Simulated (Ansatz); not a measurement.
A made-up structure of Mg2HClO, closed shell:

```xyz
5
angstrom
Mg -1.3953 0.7948 0.9891
O -0.0675 0.0392 0.0484
Mg 1.2485 -0.7112 -0.8840
Cl 2.8645 -1.6339 -2.0317
H 3.6947 -2.3504 -2.7843
```

It is relaxed with PBE-D4/def2-SVP and then PBE0-D4/def2-TZVP (Ansatz 0.2.0). Atoms count as bonded within 1.22 times the sum of their covalent radii (H–H: 0.88 Å). The end point is not checked to be a true minimum.

(1) Does its bonding change? (A judgement: the text doesn't fix the answer.)

Answers

(1) By the calculation: Yes. Formed: Mg1–Mg3, O2–H5; broken: Cl4–H5.

Where it ends: The first stage lowers the energy by 3.87 eV in 47 steps. It ends as Mg₂HClO ([Cl][Mg]1[OH][Mg]1):
| atom | x (Å) | y (Å) | z (Å) |
| --- | --- | --- | --- |
| Mg1 | -0.4173 | 0.3334 | 0.0819 |
| O2 | 0.4050 | -1.2413 | -0.7941 |
| Mg3 | 2.0664 | -0.3134 | -1.0506 |
| Cl4 | 4.1025 | -0.4963 | -1.8513 |
| H5 | 0.1885 | -2.1439 | -1.0485 |

Labels in which every atom is bracketed show which atoms are joined, not bond orders.

For scale, one of the runs: PBE0-D4/def2-TZVP relaxation, 138 basis functions, launched by `ansatz run in.yaml --threads 2 --pin off --events-out ev --progress --plain --max-ram 4352MiB`. The run took about 17 s on 2 CPU threads of an Arm Neoverse V2 (shared host).
